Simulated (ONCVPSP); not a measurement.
**Cutoff test, Ir (Z = 77), ONCV**

Ir (Z = 77), optimised norm-conserving Vanderbilt (ONCV), made with ONCVPSP 4.0.1 (LDA (Perdew-Wang 92), non-relativistic). Core [Kr] 4d10 4f14 5s2, reference 5p6 5d7 6s2. Waves: 6s: rc 2.95 bohr, ncon 3, nbas 7, qcut 2.8 1/bohr, 1 projector; 5p: rc 1.50 bohr, ncon 4, nbas 8, qcut 11.2 1/bohr, 2 projectors, debl 1.3 Ha; 5d: rc 2.00 bohr, ncon 3, nbas 8, qcut 7.6 1/bohr, 2 projectors, debl 1.7 Ha. Local part: polynomial inside 1.35 bohr (lpopt 1, dvloc0 1 Ha). Core correction: polynomial model core, fcfact 0.35.

In the p channel the program set the typed energies aside and used -1.883, 0.250 Ha.

Question: For each optimised wave give the share of its norm inside rc, the residual kinetic energy above qcut (Ha) and the cutoffs (Ha) for errors of 10, 1, 0.1 and 0.01 mHa per electron.

Answer:

| wave | norm inside rc | residual KE | 10 mHa | 1 mHa | 0.1 mHa | 0.01 mHa |
| --- | --- | --- | --- | --- | --- | --- |
| 6s | 0.455 | 7.3e-05 | 1.9 | 2.9 | 4.1 | 14.4 |
| 5p | 0.809 | 3.1e-08 | 27.6 | 36.3 | 43.1 | 48.9 |
| p projector 2 | 0.071 | 4.2e-09 | 21.8 | 32.6 | 40.8 | 47.3 |
| 5d | 0.744 | 5.9e-08 | 13.9 | 18.1 | 21.5 | 24.2 |
| d projector 2 | 0.091 | 6.5e-08 | 12.9 | 17.4 | 21.1 | 24.1 |

The occupied waves need 36 Ha and 43 Ha for 1 and 0.1 mHa. Note: ghosts flagged at negative energy: s at -105.5 eV; no localised positive-energy state flagged. A true bound ghost makes a file unfit for plane-wave use. 1 of 4 tests not solved or not reliable.
